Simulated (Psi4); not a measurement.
Relaxed torsion scan: SMILES B(O)([SiH2][SiH3])O. Scanned: dihedral O1–B2–Si4–Si5; all other coordinates were relaxed at B3LYP-D3(BJ)/def2-SVP. Points at φ and −φ are mirror images.

Geometry of the scan point at -150° (Å):
```
12

O     -2.1064     0.8791    -0.1922
B     -1.3697    -0.2174     0.1406
O     -1.7557    -1.5042    -0.1042
Si     0.4383     0.0264     1.0446
Si     1.8371    -1.7645     0.4432
H     -2.9560     0.6982    -0.6203
H     -2.6157    -1.6142    -0.5353
H      1.0766     1.3238     0.6633
H      0.2834     0.0229     2.5347
H      1.2744    -3.0499     0.9545
H      3.2190    -1.6065     0.9905
H      1.9374    -1.8599    -1.0454
```

Method: Psi4 1.11 with DF-MP2 (frozen core)/cc-pVTZ // B3LYP-D3(BJ)/def2-SVP.

Scanned values (°): -150, -120, -90, -60, -30, 0, 30, 60, 90, 120, 150, 180.

Task: At which scan points does the profile have its minima and maxima, and how high do they lie?

Result: Lower than their neighbours: -90° (0.00 kJ/mol), 90° (0.00 kJ/mol). Higher than their neighbours: 0° (1.41 kJ/mol), 180° (1.40 kJ/mol). The whole profile spans 1.41 kJ/mol.
